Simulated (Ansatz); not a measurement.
A nudged elastic band was laid between two geometries of GaH6N (8 atoms, charge 0, multiplicity 1).

Theory: RHF/def2-TZVP in Ansatz 0.2.0.

```
movable images  : 5
climbing image  : yes
spring          : 5.0 eV/Å²
optimiser       : quadratic models (default)
start path      : through a guess of the saddle point
force threshold : 0.03 eV/Å
iteration limit : 60
end points      : relaxed
```

First end point:

```xyz
8
Properties=species:S:1:pos:R:3
Ga 0.027 -0.001 0.137
H 0.149 0.833 1.489
H 1.320 -0.109 -0.789
H -1.400 -0.066 -0.569
N 0.064 -2.014 0.989
H -0.135 -2.700 0.288
H 0.963 -2.217 1.379
H -0.619 -2.103 1.716
```

Last end point:

```xyz
8
Properties=species:S:1:pos:R:3
Ga 0.134 -0.763 -0.598
H -0.489 0.792 3.059
H 1.394 0.175 -0.599
H -1.266 -0.377 -1.199
N 0.307 -2.414 0.147
H -0.422 -3.087 0.195
H 1.147 -2.764 0.547
H -0.435 0.059 3.087
```

Q: Which bonds break or form, and what moves?

A: Bonds broken: Ga1–H2, N5–H8. Bonds formed: H2–H8. GaH6N becomes GaH4N + H2.

Q: Give the energies along the band, and the barrier.

A: The run converged. The highest image is number 3 of 0 to 6, 2.14 eV above the first end and 1.47 eV above the last; the last end lies 0.67 eV above the first. Neighbouring images differ by up to 1.9 eV, so the band resolves the path poorly. A vibrational analysis at the climbing image gives one clearly imaginary mode, 1871i cm⁻¹: a first-order saddle point. The orbitals stay closed-shell, which can raise the energy where a bond breaks towards radicals; this wasn't checked here.

```
image  path coordinate (Å)  energy (eV)  Ga1–H2 (Å)  N5–H8 (Å)  H2–H8 (Å)
    0                 0.00         0.00        1.59       1.00       3.04
    1                 0.81         0.01        1.59       1.00       2.85
    2                 1.62         0.28        1.62       1.00       1.98
    3                 2.44         2.14        1.89       1.38       1.00
    4                 3.39         0.87        2.58       2.40       0.74
    5                 4.35         0.68        3.26       3.20       0.74
    6                 5.30         0.67        4.02       3.91       0.74
```

Q: What is the geometry of the highest image?

A: 
```xyz
8
Properties=species:S:1:pos:R:3:forces:R:3
Ga 0.024 -0.330 -0.092 0.00 0.00 0.00
H -0.216 0.033 1.749 0.00 0.00 0.00
H 1.417 0.267 -0.501 0.00 0.00 0.00
H -1.357 -0.085 -0.796 0.00 0.00 0.00
N 0.144 -2.058 0.867 0.01 0.03 0.01
H -0.585 -2.734 0.788 0.00 -0.01 0.00
H 1.026 -2.518 0.958 -0.01 -0.02 0.00
H -0.083 -0.952 1.667 0.00 0.00 -0.01
```

Time of the run: 44 s on 2 threads of Intel(R) Xeon(R) 6975P-C (Granite Rapids), with other jobs on the host, peak memory 0.22 GiB.
